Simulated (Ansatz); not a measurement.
One change: `C[O][GeH]([F])[F]` becomes `[F][GeH]([F])[GeH3]`.

Ansatz, PBE0-D4/def2-TZVP geometries, multiplicity 1. Each molecule was computed in one conformer, which needn't be the lowest.

Scalar relativity is left out up to krypton.

```json
{"property": "size of the dipole moment (B3LYP/def2-TZVPP) / D", "`C[O][GeH]([F])[F]`": "1.48"}
{"property": "size of the dipole moment (PBE/def2-TZVPP) / D", "`C[O][GeH]([F])[F]`": "1.41"}
{"property": "HOMO energy (PBE0/def2-TZVPP) / eV", "`C[O][GeH]([F])[F]`": "-8.84"}
{"property": "HOMO–LUMO gap (ωB97M-V/def2-TZVPP) / eV", "`C[O][GeH]([F])[F]`": "13.35"}
{"property": "LUMO energy (ωB97M-V/def2-TZVPP) / eV", "`C[O][GeH]([F])[F]`": "2.08"}
{"property": "HOMO energy (PBE/def2-TZVPP) / eV", "`C[O][GeH]([F])[F]`": "-7.19"}
```

(1) What does the change do to each property? (Best estimate.)

## Answers

(1) Ansatz gave: 
```csv
property,`[F][GeH]([F])[GeH3]`,shift
size of the dipole moment (B3LYP/def2-TZVPP) / D,3.08,1.60
size of the dipole moment (PBE/def2-TZVPP) / D,2.86,1.45
HOMO energy (PBE0/def2-TZVPP) / eV,-8.72,0.12
HOMO–LUMO gap (ωB97M-V/def2-TZVPP) / eV,12.22,-1.13
LUMO energy (ωB97M-V/def2-TZVPP) / eV,1.44,-0.64
HOMO energy (PBE/def2-TZVPP) / eV,-7.44,-0.25
```

With PBE0 the HOMO rises by 0.12 eV and the LUMO falls by 0.52 eV, so the gap narrows by about 0.64 eV. PBE moves the HOMO by -0.25 eV and ωB97M-V by 0.49 eV. The zero-point energy changes by -49.9 kJ/mol with -3 modes. Dipoles are sizes alone; their direction can turn.

B3LYP here is the variant with VWN-RPA as its local correlation; programs differ in this.
